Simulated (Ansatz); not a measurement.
The first iterations of a band of F4Si + H (6 atoms, charge 0, multiplicity 2).

Level of theory: Ansatz, UKS B3LYP-D4/cc-pVDZ.

```json
{
  "movable images": "9",
  "climbing image": "yes",
  "spring": "5.0 eV/Å²",
  "optimiser": "quadratic models (default)",
  "start path": "through a guess of the saddle point",
  "force threshold": "0.05 eV/Å",
  "iteration limit": "60",
  "end points": "relaxed"
}
```

Initial state:

```xyz
6
Properties=species:S:1:pos:R:3
Si 0.011 0.000 -0.179
F 0.064 0.000 1.433
F 1.513 0.000 -0.766
F -0.767 1.316 -0.691
F -0.767 -1.316 -0.691
H -0.052 0.000 4.206
```

Final state:

```xyz
6
Properties=species:S:1:pos:R:3
Si -0.003 0.000 -0.286
F 0.008 0.000 2.680
F 1.517 0.000 -0.906
F -0.768 1.319 -0.893
F -0.768 -1.319 -0.893
H 0.016 0.000 3.610
```

| iteration | highest image above the first end (eV) | largest band force component (eV/Å) |
| --- | --- | --- |
| 1 | 1.643 | 4.448 |
| 2 | 1.515 | 3.216 |
| 3 | 1.505 | 12.547 |

Task: Does the band converge within its limit, and where does its top end?

Result: The run converged. It ended after 9 iterations with the highest image 1.543 eV above the first end. A vibrational analysis at the climbing image gives 3 clearly imaginary modes (1230i, 73i, 73i cm⁻¹): a point of higher order. A lower path may pass nearby, or the ends, which weren't checked, may share the extra mode.

Run time: 120 s on 2 threads of Intel(R) Xeon(R) 6975P-C (Granite Rapids), on a shared host, peak memory 0.23 GiB.
